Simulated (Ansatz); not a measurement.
Ideal-gas functions of `F[Si](F)(F)[Ge]([F])([F])[F]` at 600 K and 1 bar, from an Ansatz frequency run at PBE0-D4/def2-TZVP.

Molar mass 214.68 g/mol, point group C3v (symmetry number 3), electronic degeneracy 1, moments of inertia 266.701, 620.853, 620.853 u Å². Harmonic wavenumbers (cm⁻¹, unscaled): 20, 84, 84, 169, 169, 194, 234, 234, 292, 313, 313, 481, 728, 754, 754, 869, 1010, 1010.

Use S(trans) = R[1.5 ln M + 2.5 ln T − 1.1517]; rotational temperatures θ = 24.2544 K / I; S(rot) = R[ln(√π/σ · √(T³/θAθBθC)) + 1.5]; for each mode x = 1.438777 ν̃/T, S = R[x/(eˣ − 1) − ln(1 − e⁻ˣ)] and H = RT x/(eˣ − 1); 1 cm⁻¹ = 0.0119627 kJ/mol; R = 8.31446 J/(mol·K).

Task: By hand: the entropy, in J/(mol·K).

Result: Translation 190.4. Rotation: θ = 0.0909, 0.0391, 0.0391 K, giving 124.8. Vibration, mode by mode: 33.57, 21.65, 21.65, 15.88, 15.88, 14.75, 13.23, 13.23, 11.45, 10.89, 10.89, 7.57, 4.66, 4.44, 4.44, 3.57, 2.73, 2.73, in all 213.2. Electronic 0.0. Sum 528.4 J/(mol·K).

Task: By hand: H − E and G − E in kJ/mol, counted from the electronic energy.

Result: Zero-point energy ½ × 7712 × 0.0119627 = 46.1; thermal vibration 55.3; translation, rotation and pV give 4 RT = 20.0. H − E = 121.4 kJ/mol, and G − E = 121.4 − 600 × 528.4/1000 = -195.6 kJ/mol.

Vibration gives 40 % of the entropy, 76.9 J/(mol·K) of it from the modes under 150 cm⁻¹: soft modes count most, and the harmonic formula is weakest for them. The sum counts one conformer and one mirror image; others add a mixing term.
